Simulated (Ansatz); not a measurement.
`B[CH2][AlH][OH]` + HI → `[OH][AlH][I]` + `BC` at 700 K and 1 bar (ligand exchange at the Al–C bond).

Calculated with Ansatz (gas phase, PBE0-D4/def2-TZVP geometries, no zero-point term in ΔE). CBS: MP2 limit from def2 TZ/QZ plus the TZ coupled-cluster correction, frozen cores. This one scheme is used for every species. Elements past krypton have def2 core potentials. For I outer-core shells are correlated without core-valence functions, which leaves a few kJ/mol of doubt a bond. One conformer a species, not always the lowest.

| species | CCSD(T)/CBS energy (Eh) | H − E (kJ/mol) | S (J/(mol·K)) |
| --- | --- | --- | --- |
| `B[CH2][AlH][OH]` | -383.69719 | 253.7 | 449.3 |
| HI | -298.03592 | 34.6 | 231.7 |
| `[OH][AlH][I]` | -615.94705 | 104.2 | 377.1 |
| `BC` | -65.83255 | 189.6 | 311.0 |

H − E and S are ideal-gas, rigid-rotor, harmonic terms from PBE0-D4/def2-TZVP, for one conformer and one mirror image of each species. 1 Eh = 2625.50 kJ/mol, R = 8.31446 J/(mol·K).

Task: By hand: ΔE, ΔH, ΔS and ΔG.

Result: ΔE = (-615.94705) + (-65.83255) − (-383.69719) − (-298.03592) = -0.04649 Eh = -122.1 kJ/mol. Δ(H − E) = 104.2 + 189.6 − 253.7 − 34.6 = 5.5, so ΔH = -116.6 kJ/mol. ΔS = 377.1 + 311.0 − 449.3 − 231.7 = 7.1 J/(mol·K). ΔG = -116.6 − 700 × (7.1)/1000 = -121.6 kJ/mol.

Task: By hand: the equilibrium constant, and the temperature at which ΔG would vanish if ΔH and ΔS stayed fixed.

Result: log₁₀ K = −ΔG/(RT ln 10) = 9.1. ΔH and −TΔS have one sign here, so there is no such temperature.

The number of gas molecules stays the same, so ΔS is small and ΔH decides. A doubt of 5 kJ/mol in ΔE shifts log₁₀ K by 0.4 here. Other conformers and mirror images would add mixing entropy, several J/(mol·K) or more a flexible species. Modes under 60 cm⁻¹, often nearly free rotors, make the harmonic entropy too high. These are equilibria of isolated gas molecules and say nothing of rates. Largest T1 diagnostic: 0.013 (customary marks: 0.02 for closed shells, 0.045 for open ones).

ΔS is within the doubt of such terms, so its sign, and with it that verdict, could turn.
